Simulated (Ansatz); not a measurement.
Calculated with Ansatz (gas phase, PBE0-D4/def2-TZVP geometries, no zero-point term in ΔE). CBS: MP2 limit from def2 TZ/QZ plus the TZ coupled-cluster correction, frozen cores. Functionals use def2-TZVPP. B3LYP here is the variant with VWN-RPA as its local correlation; programs differ in this. For Ge outer-core shells are correlated without core-valence functions, which leaves a few kJ/mol of doubt a bond. Scalar relativity is left out up to krypton. Each species was taken in one conformer, which may not be the lowest.

Reaction (redistribution): `COB(C)F` + `C[NH][GeH]([OH])[Cl]` → `CB(O)F` + `C[NH][GeH]([Cl])[O]C`

Q: Is it downhill or uphill in electronic energy at CCSD(T)/CBS, and by how much? (An estimate is asked.)

A: Computed: Downhill: ΔE = -0.04 eV.

Q: What do these levels give: PBE-D4, r2SCAN-D4, PBE0-D4, r2SCAN, PBE0, B3LYP, SCS-MP2/def2-TZVPP, HF/def2-QZVPP, MP2/def2-QZVPP, SCS-MP2/def2-QZVPP, HF/CBS(def2), MP2/CBS(def2)? (Best estimate.)

A: Ansatz gave: PBE-D4 -0.05, r2SCAN-D4 -0.04, PBE0-D4 -0.05, r2SCAN -0.03, PBE0 -0.03, B3LYP -0.03, SCS-MP2/def2-TZVPP -0.06, HF/def2-QZVPP -0.03, MP2/def2-QZVPP -0.05, SCS-MP2/def2-QZVPP -0.04, HF/CBS(def2) -0.03, MP2/CBS(def2) -0.05 eV.

Largest T1 diagnostic among the species: 0.012.
